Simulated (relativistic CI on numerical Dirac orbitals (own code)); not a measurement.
# What each ingredient does to the levels of Ge²⁵⁺

Base calculation: Dirac-Coulomb-Breit CI, separate exchange-only KLI orbitals for each configuration, model QED (radiative potential, 1s self-energy scaled to tabulated hydrogen-like ionisation energies), unscaled Slater integrals.

CI space (outside the closed core 1s2): 2s2 2p3, 2s 2p4, 2p5, 2p4 3s, 2p4 3p, 2p4 3d, 2s2 2p2 3s, 2s2 2p2 3p, 2s2 2p2 3d, 2s 2p3 3s, 2s 2p3 3p, 2s 2p3 3d, 2s2 2p2 4s, 2s2 2p2 4p, 2s2 2p2 4d, 2s2 2p2 4f. Levels of other configurations are missing.

Variants: (1) non-relativistic limit; (2) one mean potential for all configurations. Shifts of the energy above 2s2 2p3 4S°_3/2, in eV, for the lowest level and the first level of each name with at least 55 % of one term (blank where a level changes its place among those of its configuration and J or its character, or is not in the variant):

| Level | Base | Δ(1) | Δ(2) |
| --- | --- | --- | --- |
| 2s2 2p3 4S°_3/2 | 0.000 | 0.000 | 0.000 |
| 2s2 2p3 2D°_3/2 | 29.165 | -4.467 | +0.006 |
| 2s2 2p3 2D°_5/2 | 39.228 | -14.530 | +0.007 |
| 2s2 2p3 2P°_1/2 | 53.082 | -16.463 | +0.004 |
| 2s2 2p3 2P°_3/2 | 78.267 | -41.648 | +0.024 |
| 2s 2p4 4P_5/2 | 134.197 | -26.355 | +0.020 |
| 2s 2p4 4P_3/2 | 154.998 | -47.156 | +0.020 |
| 2s 2p4 4P_1/2 | 158.013 | -50.171 | +0.018 |
| 2s 2p4 2D_3/2 | 187.616 | -39.565 | +0.023 |
| 2s 2p4 2D_5/2 | 195.569 | -47.518 | +0.023 |
| 2s 2p4 2P_3/2 | 223.363 | -43.513 | +0.020 |
| 2s 2p4 2P_1/2 | 254.293 | -74.443 | +0.017 |
| 2p5 2P°_3/2 | 342.859 | -59.633 | +0.117 |
| 2p5 2P°_1/2 | 376.732 | -93.505 | +0.100 |

At this charge energies of transitions that change n are usually good to better than 1 %, and those within a shell (Δn = 0) to a few per cent.

Ionisation energy from the two ground configurations alone: base 2574.75 eV. The NIST ASD value (semi-empirical) is 2575 eV.

LS names give the leading component of a level, which can be under half, so a name can repeat, a term be missing and a line seem to break the LS rules.
